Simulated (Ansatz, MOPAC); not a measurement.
Molecule: 3-methylselanylprop-1-ene, C$_{4}$H$_{8}$Se (charge 0, singlet). SMILES: C=CC[Se]C
Geometry from a B3LYP-D3(BJ)/def2-TZVP (Ansatz, an electronic-structure program) optimisation:
```xyz
13

C     -2.8768     0.6318    -0.8344
C     -1.6725     1.1013    -0.5297
C     -0.3953     0.4743    -0.9589
Se     0.4926    -0.3603     0.6125
C      2.2816    -0.5171    -0.1800
H     -3.0002    -0.2575    -1.4420
H     -3.7788     1.1189    -0.4882
H     -1.5818     1.9854     0.0939
H     -0.5543    -0.2937    -1.7135
H      0.3074     1.2174    -1.3364
H      2.9193    -0.9756     0.5730
H      2.2493    -1.1522    -1.0624
H      2.6686     0.4678    -0.4325
```
Charge 0, spin multiplicity 1.

Property: size of the dipole moment, in D. Terms: six Cartesian d functions in 6-31G* and its kin unless marked 5d; no spin-orbit coupling; non-relativistic; no dispersion term unless named. First-principles rows: single points at B3LYP-D3(BJ) geometries (Ansatz). Semi-empirical rows: dipoles at the shared geometry.

| level | program | size of the dipole moment (D) |
|---|---|---|
| MNDO | MOPAC | 1.00 |
| PBE/STO-3G | Ansatz | 1.45 |
| BLYP/6-31G* | Ansatz | 1.66 |
| B3LYP/3-21G | Ansatz | 1.34 |
| B3LYP/6-31G | Ansatz | 1.73 |
| B3LYP/6-31G* | Ansatz | 1.68 |
| B3LYP/6-31G** | Ansatz | 1.67 |

No value to compare with is used here. The 7 habitual levels span 1.00 (MNDO) to 1.73 D (B3LYP/6-31G).

The levels are drawn from those run, B3LYP/6-31G* more often than the rest, none by its result; left out are runs that failed, that the program found above a lower state of the same kind, or whose <S^2> lies over 0.5 above the pure value.
